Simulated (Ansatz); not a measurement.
Born–Oppenheimer molecular dynamics of C$_{2}$H$_{11}$NO$_{3}$Si$_{2}$ (19 atoms, charge 0, multiplicity 1). It goes on from the last frame of an earlier run, with new velocities.

Theory: RKS PBE0/STO-3G (Ansatz 0.2.0).

- ensemble: NVT, Langevin thermostat
- time step: 0.5 fs
- steps asked: 141
- set temperature: 500 K
- friction: 0.01 /fs
- seed: 540663

First frame:

```xyz
19
Properties=species:S:1:pos:R:3
Si 0.035 -0.093 0.230
N 0.342 0.208 1.883
H -0.143 0.830 2.619
H 1.463 0.086 2.066
O 1.484 -0.095 -0.545
Si 2.333 -1.422 -0.752
H 1.618 -2.518 -1.569
H 3.625 -0.879 -1.132
H 2.770 -2.033 0.386
O -0.765 1.155 -0.488
C -2.139 1.323 -0.664
H -2.829 0.735 0.001
H -2.552 2.421 -0.466
H -2.677 1.092 -1.773
O -0.339 -1.655 -0.501
C -1.561 -2.336 -0.346
H -1.749 -2.921 -1.240
H -1.537 -3.142 0.475
H -2.372 -1.690 0.097
```

How far do the bonds stretch over the last three quarters of this one trajectory? (Pairs bonded in most of those frames.)


```json
{"bond": "Si1–N2", "mean (Å)": "1.768", "spread (Å)": "0.051", "shortest": "1.68", "longest": "1.84"}
{"bond": "Si1–O5", "mean (Å)": "1.714", "spread (Å)": "0.053", "shortest": "1.63", "longest": "1.78"}
{"bond": "Si1–O10", "mean (Å)": "1.731", "spread (Å)": "0.024", "shortest": "1.69", "longest": "1.77"}
{"bond": "Si1–O15", "mean (Å)": "1.703", "spread (Å)": "0.030", "shortest": "1.65", "longest": "1.74"}
{"bond": "N2–H3", "mean (Å)": "1.056", "spread (Å)": "0.047", "shortest": "0.98", "longest": "1.14"}
{"bond": "N2–H4", "mean (Å)": "1.056", "spread (Å)": "0.037", "shortest": "1.00", "longest": "1.15"}
{"bond": "O5–Si6", "mean (Å)": "1.744", "spread (Å)": "0.045", "shortest": "1.67", "longest": "1.82"}
{"bond": "Si6–H7", "mean (Å)": "1.451", "spread (Å)": "0.042", "shortest": "1.37", "longest": "1.53"}
{"bond": "Si6–H8", "mean (Å)": "1.462", "spread (Å)": "0.069", "shortest": "1.34", "longest": "1.57"}
{"bond": "Si6–H9", "mean (Å)": "1.465", "spread (Å)": "0.071", "shortest": "1.35", "longest": "1.56"}
{"bond": "O10–C11", "mean (Å)": "1.447", "spread (Å)": "0.016", "shortest": "1.41", "longest": "1.47"}
{"bond": "C11–H12", "mean (Å)": "1.115", "spread (Å)": "0.050", "shortest": "1.01", "longest": "1.21"}
{"bond": "C11–H13", "mean (Å)": "1.120", "spread (Å)": "0.054", "shortest": "1.02", "longest": "1.22"}
{"bond": "C11–H14", "mean (Å)": "1.131", "spread (Å)": "0.075", "shortest": "1.01", "longest": "1.25"}
{"bond": "O15–C16", "mean (Å)": "1.440", "spread (Å)": "0.019", "shortest": "1.41", "longest": "1.47"}
{"bond": "C16–H17", "mean (Å)": "1.115", "spread (Å)": "0.032", "shortest": "1.06", "longest": "1.17"}
{"bond": "C16–H18", "mean (Å)": "1.112", "spread (Å)": "0.017", "shortest": "1.08", "longest": "1.14"}
{"bond": "C16–H19", "mean (Å)": "1.116", "spread (Å)": "0.029", "shortest": "1.06", "longest": "1.17"}
```

Mean temperature of the second half: 624 K. The mean temperature of the second half is 25 % above the set value. A run of 0.07 ps of so small a system gives no equilibrium averages. Limits of this set-up: minimal basis.

Run time: 31 min on 1 thread of Intel(R) Xeon(R) Processor @ 2.50GHz (Skylake/Cascade Lake), on a shared host, peak memory 0.18 GiB.
